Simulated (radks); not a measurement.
The numbers below are computed, except where a source is named.
Spin polarisation of the 6s1 shell in the lutetium ion Lu2+. Start: [Xe] 4f14 6s(up 0.5, down 0.5); electrons of 6s are moved from spin down to spin up, other shells keep equal spins. Code: a radial shooting solver on a logarithmic mesh with Libxc functionals. Model: scalar-relativistic Kohn-Sham, LDA (Slater exchange, Perdew-Wang correlation), spin-polarised, spherical densities, finite nucleus; Fermi nuclear charge, rms radius of each element as measured or else 0.836 A^(1/3) + 0.57 fm.

| moment (Bohr magnetons) | E - E(0) (eV) | e(6s up) (eV) | e(6s down) (eV) | 4f down minus up (eV) |
|---|---|---|---|---|
| 0 | 0.000 | -17.921 | -17.921 | 0.000 |
| 0.25 | -0.014 | -18.030 | -17.801 | 0.010 |
| 0.5 | -0.058 | -18.130 | -17.664 | 0.021 |
| 0.75 | -0.131 | -18.220 | -17.510 | 0.032 |
| 1 | -0.236 | -18.301 | -17.322 | 0.042 |

At moment 1 the spin-polarisation energy is -0.236 eV and the 6s exchange splitting 0.979 eV, that is 0.979 eV per Bohr magneton; E = -I m^2/4 would give I = 0.943 eV.
